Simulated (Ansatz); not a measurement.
Input file for Ansatz (an electronic-structure program): R-B3LYP/def2-TZVPPD on C2H4FN (a complex). Files ending in .json are basis or fitting sets from the Basis Set Exchange.

Ansatz 0.2 input:
```yaml
crystal:
  periodic: [false, false, false]
  atoms:
    - {symbol: C, position_ang: [-0.08324116, 0.48591725, -0.50535480]}
    - {symbol: F, position_ang: [-0.15483518, -0.67060525, 0.28178622]}
    - {symbol: H, position_ang: [0.83967750, 0.44876088, -1.08227253]}
    - {symbol: H, position_ang: [-0.94935309, 0.50293220, -1.16531418]}
    - {symbol: H, position_ang: [-0.08756066, 1.35383493, 0.15366398]}
    - {symbol: C, position_ang: [-0.26562231, -0.19289123, 3.32684580]}
    - {symbol: N, position_ang: [-0.29742533, 0.20144683, 4.40307887]}
    - {symbol: H, position_ang: [-0.23519837, -0.54737093, 2.31566867]}
basis:
  gaussian:
    orbitals: def2-TZVPPD.json
hamiltonian:
  xc: {name: B3LYP}
scf: {lower_state_search: off}
```

The log:

```
WARN ansatz: RAYON_NUM_THREADS=1 ignored (pool sized by the plan → 1); use --threads N
Functional definition: B3LYP
these checks for a lower state are left out or cut short: stability, starts, cluster_reference, orbital_swaps, neighbouring_geometries, increment
integrals: 0.09 GiB planned
960 factors; their error is unknown
mean field: 0.97 GiB planned
mean field evaluation 1: about -6341.6935 eV, gradient 5.5e1 eV
mean field evaluation 2: about -6333.9767 eV, gradient 7.9e1 eV
mean field evaluation 4: about -6347.8483 eV, gradient 2.9e0 eV
mean field evaluation 8: about -6347.8640 eV, gradient 1.3e-1 eV
mean field evaluation 16: about -6347.8591 eV, gradient 3.8e-5 eV
mean field -6347.85914149 eV, -233.2795207163 hartree, gradient 3.4e-6 eV, S^2 0.000000; 0 other end points of the search recorded, 0 dependent functions left out
reference -6347.85942178 eV, -233.2795310168 hartree; 16, 16 occupied and 203, 203 virtual orbitals, 960 factors
Total energy: -6347.85942178 eV, -233.2795310168 hartree
Checks for a lower state left out: stability, starts, cluster_reference, orbital_swaps, neighbouring_geometries, increment
```

The calculation finished and met its thresholds.

Cost: about 4 core-seconds (a rough figure).
